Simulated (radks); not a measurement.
A nucleus of charge 30.4 with 30 electrons, configuration [Ar] 3d10 4s2. Calculated with a radial shooting solver on a logarithmic mesh with Libxc functionals: scalar-relativistic Kohn-Sham, PBEsol, spin-polarised, spherical densities, point nucleus.

Radial electron density D(r) = 4 pi r^2 rho(r):

```
   r/bohr * D(r) (the largest magnitude, 42.1, reaches the edge; | marks zero)
 0.002475 | *
 0.003223 |  *
  0.00423 |    *
 0.005553 |       *
 0.007288 |           *
 0.009566 |                *
  0.01246 |                       *
  0.01635 |                                *
  0.02146 |                                        *
  0.02817 |                                              *
  0.03668 |                                                *
  0.04815 |                                            *
   0.0632 |                                       *
  0.08295 |                                       *
   0.1089 |                                              *
   0.1418 |                                                      *
   0.1861 |                                                    *
   0.2443 |                                      *
   0.3206 |                          *
   0.4175 |                           *
    0.548 |                                *
   0.7193 |                           *
   0.9441 |                *
    1.239 |       *
    1.614 |   *
    2.118 | *
     2.78 |*
    3.649 *
    4.752 *
    6.237 *
    8.187 *
```

D(r) has 3 maxima, at r = 0.0347, 0.157, 0.557 bohr, and minima at 0.0742, 0.353 bohr, inside which lie 2.10, 10.93 electrons.
